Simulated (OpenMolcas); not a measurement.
An OpenMolcas run meant for Os3+ (ANO-R1, X2C; inactive shells 1s 2s 2p 3s 3p 3d 4s 4p 4d 4f 5s 5p; intended active space 5 electrons in 5 orbitals (5d)). One step of its input:

```
&RASSCF
FileOrb=start.orb
Symmetry=2
Spin=6
nActEl=5 0 0
Inactive=15 19
Ras2=5 0
CIRoot=1 1 1
SDav=1
CIMx=300
Iter=73 100
PrWF=0.3
OrbListing=Nothing
MaxOrb=0
Atom
>>> COPY $Project.JobIph JOB001
```

Lines from the output:

```
...
      Number of secondary orbitals              17
      Spin quantum number                      2.5
      State symmetry                             2
Orbital specifications:
      -----------------------

      Symmetry species                           1   2
                                                ag  au
      Frozen orbitals                            0   0
      Inactive orbitals                         15  19
      Active orbitals                            5   0
      RAS1 orbitals                              0   0
      RAS2 orbitals                              5   0
      RAS3 orbitals                              0   0
      Secondary orbitals                         7  10
      Deleted orbitals                           0   0
      Number of basis functions                 27  29
      Number of CSFs                             0
      Number of root(s) required                 1
 ************ ERROR ***********
  You can't ask for more roots
  than there are configurations
 ******************************
--- Stop Module: rasscf at  /rc=_RC_INPUT_ERROR_ ---
.####################.
.# User input error #.
.####################.
```

Task: What is wrong with the input?

Result: The state symmetry names the wrong parity for these configurations.
